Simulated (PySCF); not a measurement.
Compound: ethyl phenyl sulfide, C8H10S.
SMILES with atom numbers: `[CH3:1][CH2:2][S:3][c:4]1[cH:5][cH:6][cH:7][cH:8][cH:9]1` (hydrogens: H10, H11, H12 on C1; H13, H14 on C2; H15 on C5; H16 on C6; H17 on C7; H18 on C8; H19 on C9)

Computed by this run: PBE0-D3(BJ)/def2-SVP geometry optimisation, gas phase in PySCF 2.14.0; density fitting, grid level 2; the optimiser is geomeTRIC in internal coordinates, started from a GFN2-xTB structure.

Step 0: E = -19271.6619 eV
```
atom  x, y, z in Å  |  force x, y, z in eV/Å
C1      3.6279    0.1902   -0.0445   -0.556  -0.103   0.023
C2      2.1922   -0.2742    0.1125   -0.198   0.637  -0.302
S3      1.0721    1.0327   -0.5151    0.198  -0.128   0.077
C4     -0.5495    0.4273   -0.1598    0.724   0.198  -0.122
C5     -1.6011    1.2983   -0.4373    0.053  -0.004  -0.015
C6     -2.9038    0.9139   -0.1953   -0.015  -0.015  -0.002
C7     -3.1749   -0.3427    0.3245   -0.101  -0.047   0.028
C8     -2.1304   -1.2068    0.5986   -0.050  -0.024   0.014
C9     -0.8192   -0.8311    0.3593   -0.009  -0.087   0.044
H10     4.3068   -0.5753    0.3258    0.288  -0.268   0.123
H11     3.8531    0.3815   -1.0912    0.174   0.079  -0.408
H12     3.7942    1.1073    0.5160    0.141   0.361   0.219
H13     2.0116   -1.1800   -0.4671   -0.057  -0.372  -0.069
H14     1.9500   -0.4443    1.1618   -0.083  -0.182   0.327
H15    -1.3783    2.2737   -0.8430    0.042   0.473  -0.174
H16    -3.7110    1.5986   -0.4095   -0.352   0.299  -0.104
H17    -4.1937   -0.6450    0.5137   -0.448  -0.129   0.087
H18    -2.3308   -2.1883    1.0032   -0.099  -0.420   0.173
H19    -0.0250   -1.5266    0.5798    0.350  -0.268   0.080
```

Task: Estimate the geometry and energy of step 1. (The exact step hangs on the optimiser's Hessian estimate; all steps are aligned on step 0, rigid shifts and turns removed.)

Result: E = -19271.7159 eV, largest force 0.111 eV/Å
```
atom  x, y, z in Å  |  force x, y, z in eV/Å
C1      3.6170    0.1834   -0.0572    0.075   0.025   0.003
C2      2.1759   -0.2597    0.1094    0.004  -0.085   0.062
S3      1.0893    1.0622   -0.4761   -0.035  -0.014  -0.008
C4     -0.5263    0.4457   -0.1443   -0.067   0.005   0.000
C5     -1.5958    1.3082   -0.4354    0.044   0.070  -0.028
C6     -2.9065    0.9094   -0.2090   -0.062   0.050  -0.013
C7     -3.1829   -0.3542    0.3144   -0.046  -0.018   0.009
C8     -2.1265   -1.2116    0.6041   -0.031  -0.067   0.027
C9     -0.8071   -0.8230    0.3779    0.106  -0.031   0.005
H10     4.3032   -0.5959    0.3094   -0.029   0.018  -0.013
H11     3.8571    0.3779   -1.1141   -0.009  -0.006   0.021
H12     3.8145    1.1064    0.5102    0.010  -0.027  -0.011
H13     1.9818   -1.1815   -0.4652   -0.006   0.053   0.017
H14     1.9505   -0.4657    1.1700    0.013   0.014  -0.060
H15    -1.3878    2.3032   -0.8404   -0.011  -0.029   0.008
H16    -3.7244    1.5975   -0.4417    0.030  -0.020   0.005
H17    -4.2147   -0.6655    0.4950    0.025   0.008  -0.006
H18    -2.3253   -2.2062    1.0139    0.009   0.031  -0.013
H19    -0.0018   -1.5212    0.6117   -0.020   0.022  -0.005
```

The energy changes by -0.0539 eV. The first-order estimate −F·Δx gives -0.1139 eV and the mean of the old and new forces, exact on a quadratic surface, -0.0539 eV. The step makes an angle of 60° with the force vector and moves no atom by more than 0.052 Å.

What follows is the cost of the whole optimisation. Hardware: an Arm Neoverse V1 with one thread, shared host with 32 logical CPUs at a one-minute load of 14. Cost: 77 s of wall time, 0.83 GiB resident at most.
